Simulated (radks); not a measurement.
Question: These are the eigenvalues of the occupied orbitals of an atom or ion with whole-number occupations (eV). All-electron calculation, Dirac Kohn-Sham, LDA (Slater exchange, Perdew-Wang correlation), spin-unpolarised, spherical densities, point nucleus. Program: a radial shooting solver on a logarithmic mesh with Libxc functionals.

1s1/2: -87929.61
2s1/2: -15728.71
2p1/2: -15108.28
2p3/2: -12920.63
3s1/2: -3787.707
3p1/2: -3507.408
3p3/2: -3019.399
3d3/2: -2557.629
3d5/2: -2453.720
4s1/2: -869.8191
4p1/2: -748.5903
4p3/2: -628.8744
4d3/2: -431.1624
4d5/2: -408.8217
5s1/2: -160.9257
4f5/2: -152.5702
4f7/2: -147.5346
5p1/2: -119.4064
5p3/2: -96.8146
5d3/2: -39.6460
5d5/2: -37.0128
6s1/2: -27.8599

Which element is it, and in what charge state? The configuration may be excited. Open shells, if any, are shared by 2j + 1.

Answer: Z = 82, lead, charge +2: Pb2+ in [Hg]. The list shows which subshells hold electrons but not how many an open one holds; the 1s level, -3231.4 hartree, gives Z - s = 80.4 by -(Z - s)^2/2, which with screening and relativity narrows Z to a few neighbours, and the depths of the outer levels then fix element, charge and occupations together.
